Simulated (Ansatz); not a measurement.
Input file for C2H7AlFN (`C[N](C)[AlH][F]`):

```yaml
crystal:
  periodic: [false, false, false]
  atoms:
    - {symbol: C, position_ang: [-1.073282, -0.857193, 0.284096]}
    - {symbol: N, position_ang: [0.001300, 0.053024, -0.034235]}
    - {symbol: C, position_ang: [1.270177, -0.365488, 0.510482]}
    - {symbol: Al, position_ang: [-0.191625, 1.524027, -0.983886]}
    - {symbol: F, position_ang: [-1.705805, 1.880836, -1.540695]}
    - {symbol: H, position_ang: [-1.210869, -0.952646, 1.370394]}
    - {symbol: H, position_ang: [-0.876143, -1.864548, -0.108893]}
    - {symbol: H, position_ang: [-2.015011, -0.508026, -0.144309]}
    - {symbol: H, position_ang: [1.235378, -0.438452, 1.606647]}
    - {symbol: H, position_ang: [2.059519, 0.345377, 0.250354]}
    - {symbol: H, position_ang: [1.569549, -1.350994, 0.126787]}
    - {symbol: H, position_ang: [1.013812, 2.479085, -1.302743]}
basis:
  gaussian: {orbitals: def2-SVP}
correlation: {method: ccsd_t}
```

```sh
$ ansatz run in.yaml --threads 4 --pin off --events-out ev --progress --plain
```

The program prints (abridged):

```
Functional definition: HF
1084 factors; integrals over basis functions are off by at most 1.2e-3 eV
mean field evaluation 1: about -12934.0276 eV, gradient 3.9e1 eV
mean field evaluation 2: about -12934.1351 eV, gradient 4.0e1 eV
mean field evaluation 4: about -12937.7510 eV, gradient 3.5e0 eV
mean field evaluation 8: about -12937.7973 eV, gradient 2.0e-1 eV
mean field -12937.79744897 eV, -475.4552866956 hartree, gradient 1.2e-6 eV, S^2 0.000000; 0 other end points of the search recorded, 0 dependent functions left out
9 core orbitals not correlated: weight in the atoms' cores, before any rotation towards them, 1.000 or more for the frozen orbitals, at most 0.000 for the correlated occupied ones
reference -12937.79744897 eV, -475.4552866956 hartree; 15, 15 occupied and 85, 85 virtual orbitals, 1084 factors
second order -19.25104664 eV of doubles, -0.00000000 eV of singles
cycle   1  -19.94055877 eV  change   -6.9e-1 eV  update   1.0e-1
cycle   2  -20.43011483 eV  change   -4.9e-1 eV  update   2.9e-2
cycle   3  -20.56049651 eV  change   -1.3e-1 eV  update   1.7e-2
cycle   4  -20.55675071 eV  change    3.7e-3 eV  update   4.7e-3
cycle   5  -20.55444714 eV  change    2.3e-3 eV  update   2.1e-3
cycle   6  -20.55471543 eV  change   -2.7e-4 eV  update   8.0e-4
cycle   7  -20.55433311 eV  change    3.8e-4 eV  update   2.4e-4
cycle   8  -20.55428246 eV  change    5.1e-5 eV  update   9.1e-5
cycle   9  -20.55431492 eV  change   -3.2e-5 eV  update   2.6e-5
perturbative correction -0.49397393 eV, -0.0181532070 hartree
Total energy: -12958.84573782 eV, -476.2287970436 hartree
```

Run time 3 s (4 threads of a server CPU on a shared host); peak host memory 0.55 GiB.

The correlation energy is -21.048 eV, 2.3 % of it from (T); the T1 diagnostic reads 0.0125.
